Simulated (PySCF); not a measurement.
AlCl2H3O2Si, SMILES [Al]([OH])([OH])[SiH](Cl)Cl.

The structure is a stationary point at B3LYP-D3(BJ)/def2-SVP. The structure was generated by enumeration; whether it is a known compound was not checked. One conformer was computed; it need not be the lowest.

Two levels are set side by side: TDDFT-PBE/def2-SVPD (PySCF) and TDDFT-B3LYP/def2-SVPD (PySCF). Vertical, same geometry. The lowest singlet is HOMO→LUMO 97 % with PBE and HOMO→LUMO 97 % with the other functional; states are paired by order. Differences are taken from unrounded values.

```
quantity                               TDDFT-B3LYP  TDDFT-PBE  TDDFT-PBE minus TDDFT-B3LYP
-------------------------------------  -----------  ---------  ---------------------------
lowest singlet excitation (eV)                5.36       4.93                        -0.43
lowest triplet excitation (TDA) (eV)          4.56       4.20                        -0.36
first bright state (f over 0.05) (eV)         5.97       5.44                        -0.53
its oscillator strength                       0.07       0.09                         0.02
```

A lower first singlet is the usual sign of a functional without exact exchange. Differences between two approximate levels are no errors against the true value.

Rough cost on one machine, each run with all the roots and properties that it gave: TDDFT-B3LYP against TDDFT-PBE about 5 times.
